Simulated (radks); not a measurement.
All-electron atom: neutral ruthenium in [Kr] 4d7 5s0.5 5p0.5 (fractional occupations, a model configuration). Calculated with a radial shooting solver on a logarithmic mesh with Libxc functionals: scalar-relativistic Kohn-Sham, r2SCAN, spin-polarised, spherical densities, finite nucleus; open shells are filled with parallel spins first (spin-orbit coupling, left out, can overturn this in heavy ions); meta-GGA in the generalised Kohn-Sham scheme; Fermi nuclear charge, rms radius 4.4809 fm.

Local quantities along the radius. ELF = 1/(1 + alpha^2) is the electron localisation function; alpha = (tau - tau_W)/tau_unif compares the Pauli kinetic energy density with that of the uniform gas (summed over spins); r v_xc is r times the local exchange-correlation potential of spin up (hartree bohr, multiplicative part alone); -r V(r) is the screened charge that the Kohn-Sham potential of spin up presents (atomic units); s = |grad rho|/(2 (3 pi^2)^(1/3) rho^(4/3)) is the reduced gradient. tau is taken from the large components.

r (bohr)    ELF    alpha    r v_xc  -r V(r)       s
0.002103  0.999  0.02259   -0.1342    43.61  0.5553
0.002448  0.999  0.02318   -0.1480    43.54  0.5351
0.00285   0.999  0.02403   -0.1639    43.46  0.5191
0.003318  0.999  0.02517   -0.1820    43.36  0.5070
0.003863  0.999  0.02669   -0.2024    43.25  0.4984
0.004497  0.999  0.02867   -0.2254    43.12  0.4933
0.005235  0.999  0.03127   -0.2509    42.97  0.4915
0.006143  0.999  0.03489   -0.2808    42.78  0.4932
0.007152  0.998  0.03948   -0.3119    42.58  0.4983
0.008326  0.998  0.04566   -0.3457    42.34  0.5071
0.009693  0.997  0.05414   -0.3819    42.07  0.5199
0.01128   0.996  0.06604   -0.4203    41.76  0.5370
0.01314   0.993  0.08316   -0.4607    41.40  0.5588
0.01529   0.988   0.1085   -0.5028    40.99  0.5857
0.0178    0.979   0.1473   -0.5467    40.53  0.6178
0.02073   0.958   0.2082   -0.5925    40.01  0.6543
0.02413   0.914   0.3062   -0.6373    39.43  0.6924
0.02809   0.823   0.4639   -0.6645    38.76  0.7251
0.0327    0.666   0.7079   -0.6353    37.95  0.7383
0.03807   0.481    1.040   -0.5689    37.03  0.7104
0.04432   0.348    1.368   -0.5824    36.09  0.6221
0.05159   0.309    1.495   -0.6780    35.13  0.4860
0.06006   0.364    1.323   -0.6995    33.99  0.3577
0.06992   0.497    1.005   -0.8308    32.84  0.2908
0.0814    0.647   0.7388   -0.9533    31.57  0.2936
0.09476   0.743   0.5883    -1.024    30.16  0.3446
0.1103    0.767   0.5511    -1.060    28.62  0.4216
0.1284    0.710   0.6387    -1.082    27.01  0.5053
0.1507    0.540   0.9224    -1.009    25.15  0.5633
0.1755    0.352    1.358   -0.9416    23.31  0.5232
0.2043    0.291    1.563   -0.9276    21.44  0.3684
0.2378    0.395    1.236    -1.108    19.69  0.2290
0.2768    0.596   0.8236    -1.330    17.95  0.2174
0.3223    0.736   0.5993    -1.436    16.14  0.2980
0.3752    0.777   0.5351    -1.416    14.31  0.4251
0.4368    0.726   0.6140    -1.386    12.64  0.5842
0.5084    0.529   0.9431    -1.143    10.93  0.7485
0.5919    0.252    1.721   -0.9610    9.381  0.7776
0.6891    0.184    2.105    -1.075    8.177  0.5082
0.8022    0.381    1.274    -1.163    6.972  0.2737
0.9339    0.666   0.7082    -1.360    5.935  0.2966
1.087     0.757   0.5673    -1.386    4.853  0.4214
1.266     0.726   0.6148    -1.362    3.905  0.5684
1.473     0.619   0.7841    -1.307    3.127  0.7228
1.715     0.466    1.071    -1.189    2.472  0.8756
1.997     0.323    1.448    -1.043    1.936   1.013
2.325     0.232    1.821   -0.9188    1.531   1.131
2.706     0.187    2.085   -0.8472    1.259   1.245
3.151     0.169    2.220   -0.7887    1.059   1.385
3.697     0.160    2.292   -0.7239   0.8906   1.582
4.304     0.152    2.360   -0.6578   0.7588   1.827
5.011     0.139    2.488   -0.5829   0.6409   2.146
5.833     0.116    2.761   -0.4593   0.4905   2.582
6.791     0.085    3.286   -0.3900   0.4054   3.215
7.906     0.054    4.180   -0.3368   0.3436   4.208
9.204     0.029    5.813   -0.2824   0.2851   5.862
10.71     0.012    9.139   -0.2216   0.2225   8.735
12.47     0.004    16.70   -0.1574   0.1576   13.94
14.52     0.001    36.09  -0.09876  0.09881   23.92

On this mesh the ELF has minima near r = 0.052, 0.20, 0.69 bohr, which separate the shells, and maxima near 0.11 (0.77), 0.38 (0.78), 1.1 (0.76).

Self-consistent cycle (total energy in hartree, residual of the potential): 1: -4530.649021, 3e+00; 2: -4531.033553, 2e+00; 3: -4531.295786, 3e-01; 4: -4531.320794, 2e-02; 5: -4531.321881, 3e-03; 6: -4531.321849, 5e-03; 7: -4531.321853, 6e-04; 8: -4531.321853, 4e-05; 9: -4531.321853, 8e-05; 10: -4531.321853, 5e-05; 11: -4531.321852, 4e-05; 12: -4531.321853, 7e-07.
